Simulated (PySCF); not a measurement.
Molecule: `[C@@H](C(C)C)(F)C(=O)[O-]`, [C$_{5}$H$_{8}$FO$_{2}$]-.

Bonds (- single, = double, # triple, : aromatic): C1-C2, C2-C3, C2-C4, C4-F5, C4-C6, C6=O7, C6-O8. C1 carries H9, H10, H11; C2 carries H12; C3 carries H13, H14, H15; C4 carries H16. Formal charges: O8 -1. Stereochemistry as in CC(C)[C@H](F)C(=O)[O-].

Total charge -1.

Frames of a GFN2-xTB Langevin trajectory at 200 K; GIAO PBE0/pcSseg-1 shieldings in PySCF 2.14.0 with density-fitted response routines, gas phase, non-relativistic; equivalent atoms averaged within each frame.

Shifts are taken against calculated references (same method and geometry level): TMS for $^{13}$C (σ = 186.93 ppm) and $^{1}$H (σ = 31.72 ppm); $^{19}$F (σ = 170.95 ppm) against CFCl3; $^{17}$O (σ = 336.08 ppm) vs H2O. The references are static minima.

How do the shifts (ppm) fluctuate along the trajectory?

Answers


```tsv
time (fs)	C6	C4	C2	C1	C3	F5	O7	O8	H16	H12
250	163.8	115.0	38.2	24.6	21.2	-208.2	325.1	298.7	3.97	1.71
425	164.8	114.2	34.6	20.6	21.6	-214.9	348.0	291.2	4.39	1.43
625	166.7	108.4	38.4	19.0	22.6	-221.5	346.4	318.2	4.04	2.96
800	167.1	108.9	32.9	22.2	17.0	-221.4	328.9	307.7	3.60	2.64
1000	172.2	109.9	30.3	19.9	20.2	-227.3	352.4	321.0	3.89	2.40
mean of frames	166.9	111.3	34.9	21.3	20.5	-218.7	340.2	307.4	3.98	2.23
standard deviation	3.3	3.1	3.5	2.2	2.1	7.3	12.3	12.7	0.28	0.64
```

5 frames give an uncertainty of the mean of about the standard deviation over 2.2 at best, since frames this close in time may not be independent; classical motion lacks zero-point vibration, and the reference would need the same averaging.
